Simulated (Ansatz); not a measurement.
Isolated molecules relaxed with PBE0-D4/def2-TZVP in Ansatz; ΔE leaves out vibrations. CBS: MP2 limit from def2 TZ/QZ plus the TZ coupled-cluster correction, frozen cores. This one scheme is used for every species, atoms too. DFT in def2-TZVPP. B3LYP here is the variant with VWN-RPA as its local correlation; programs differ in this. No spin–orbit coupling; open shells (•) take unrestricted orbitals. Spin–orbit coupling would lower the free atoms: a little for Al, C, Cl. Each species was taken in one conformer, which may not be the lowest.

Reaction (atomization): `C[CH2][Al][Cl]`• → Al• + 2 C• + Cl• + 5 H•

```json
{"level": "revPBE-D4", "ΔE (kJ/mol)": "3157.4", "difference from CCSD(T)/CBS": "-9.3"}
{"level": "r2SCAN-D4", "ΔE (kJ/mol)": "3198.5", "difference from CCSD(T)/CBS": "31.8"}
{"level": "B3LYP-D4", "ΔE (kJ/mol)": "3164.9", "difference from CCSD(T)/CBS": "-1.8"}
{"level": "ωB97M-V", "ΔE (kJ/mol)": "3173.9", "difference from CCSD(T)/CBS": "7.2"}
{"level": "PBE-QIDH", "ΔE (kJ/mol)": "3171.4", "difference from CCSD(T)/CBS": "4.7"}
{"level": "revPBE", "ΔE (kJ/mol)": "3103.3", "difference from CCSD(T)/CBS": "-63.4"}
{"level": "r2SCAN", "ΔE (kJ/mol)": "3194.1", "difference from CCSD(T)/CBS": "27.4"}
{"level": "PBE0", "ΔE (kJ/mol)": "3174.9", "difference from CCSD(T)/CBS": "8.2"}
{"level": "BHLYP", "ΔE (kJ/mol)": "3079.2", "difference from CCSD(T)/CBS": "-87.5"}
{"level": "CAM-B3LYP", "ΔE (kJ/mol)": "3157.7", "difference from CCSD(T)/CBS": "-9.0"}
{"level": "CCSD/def2-TZVPP", "ΔE (kJ/mol)": "3052.7", "difference from CCSD(T)/CBS": "-114.0"}
{"level": "MP2/CBS(def2)", "ΔE (kJ/mol)": "3214.2", "difference from CCSD(T)/CBS": "47.5"}
{"level": "MP2/cc-pV(D+d)Z", "ΔE (kJ/mol)": "2975.1", "difference from CCSD(T)/CBS": "-191.6"}
{"level": "HF/cc-pV(T+d)Z", "ΔE (kJ/mol)": "2429.3", "difference from CCSD(T)/CBS": "-737.4"}
{"level": "MP2/cc-pV(Q+d)Z", "ΔE (kJ/mol)": "3183.2", "difference from CCSD(T)/CBS": "16.5"}
{"level": "CCSD(T)/CBS(cc)", "ΔE (kJ/mol)": "3169.4", "difference from CCSD(T)/CBS": "2.7"}
{"level": "CCSD(T)/CBS", "ΔE (kJ/mol)": "3166.7", "difference from CCSD(T)/CBS": "0"}
```

Largest T1 diagnostic among the species: 0.018.

Leaving LDA and LC-ωPBE aside and taking each functional with its dispersion term where it has one, the values, not all of them listed here, spread over 118.1 kJ/mol, from BHLYP-D4 to PBE-D4. LDA lies +369.2 kJ/mol from PBE without D4, its usual overbinding. At CCSD(T), def2-SVP lies −144.4 kJ/mol from the extrapolated value and def2-TZVPP −74.2 kJ/mol: correlation converges slowly with the basis, and small sets miss more of it in the bonded molecule than in its fragments.

For atomizations the MP2-based limit and the directly extrapolated one differ by several kJ/mol either way, and by 10 to 25 for some Ge, Se and Sn compounds, so smaller differences from it don't rank the levels.
